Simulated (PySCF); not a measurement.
Cl3In, SMILES [Cl][In+]([Cl])[Cl] (connectivity only; charge and spin as stated), charge +1, multiplicity 2.

Coordinates come from a B3LYP-D3(BJ)/def2-SVP optimisation. The def2 effective core potentials stand for the cores of In; spin–orbit coupling is left out.

Calculation: PBE/def2-TZVPD run with PySCF.

Gas-phase values at a fixed geometry.

Computed frontier levels, dipole moment and polarisability:
```yaml
"α spin, highest occupied and lowest empty level": -13.29 and -9.98 eV
"β spin, highest occupied and lowest empty level": -13.28 and -12.47 eV
dipole_moment_about_the_centre_of_nuclear_charge: 0.48 D
mean_static_polarisability: 81.2 bohr³ (12.03 Å³)
polarisability_principal_values: 49.2, 88.6, 105.7 bohr³
"⟨S²⟩": 0.753 (pure state 0.75)
```
